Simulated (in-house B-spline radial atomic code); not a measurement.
A run on neutral caesium (an excited or competing configuration) that did not converge. Method: scalar-relativistic (X2C) SCAN, spin-polarised, spherical fractional occupations, Fermi nucleus of rms radius 4.8041 fm; computed with a B-spline radial code for spherical atoms. In the input, 2p2,3 would mean two up and three down electrons.

Command:
```bash
python run_scf.py task.json out
```
Settings (nuclear radius in fm, mass in u):
```
Z                55
configuration    1s2 2s2 2p6 3s2 3p6 3d10 4s2 4p6 4d10 5s2 5p6 7s1,0
hamiltonian      x2c
method           scan,scan
spin_polarised   True
nucleus          fermi
rms_radius       4.8041
atomic_mass      132.90545
speed_of_light   137.035999084
```

First and last ten iterations of the last attempt (damped for 15 steps, keeping 80 % of the old Fock matrix, then DIIS):
```
 iter        energy (Eh)    residual
    1       -7786.592592    2.36e-01
    2       -7786.678164    1.34e-02
    3       -7786.680199    1.07e-02
    4       -7786.681478    8.57e-03
    5       -7786.682301    6.92e-03
    6       -7786.499153    7.69e-02
    7       -7786.512076    6.57e-02
    8       -7786.520532    5.80e-02
    9       -7786.604225    4.26e-03
   10       -7786.604370    3.49e-03
  111       -7782.389674    1.25e-01
  112       -7786.599921    7.61e-03
  113       -7779.115630    1.11e-01
  114       -7781.983635    8.79e-02
  115       -7781.991516    8.72e-02
  116       -7781.985984    8.77e-02
  117       -7782.412480    8.66e-02
  118       -7782.412355    8.66e-02
  119       -7782.411698    8.66e-02
  120       -7782.424800    8.65e-02
 not converged after 120 iterations
```

The smallest residual met was 6.3e-04; the threshold is about 6e-07. No energy from this run should be used. Cost of the run: 3.6 s on 1 thread of Arm Neoverse V1, with other jobs on the host.
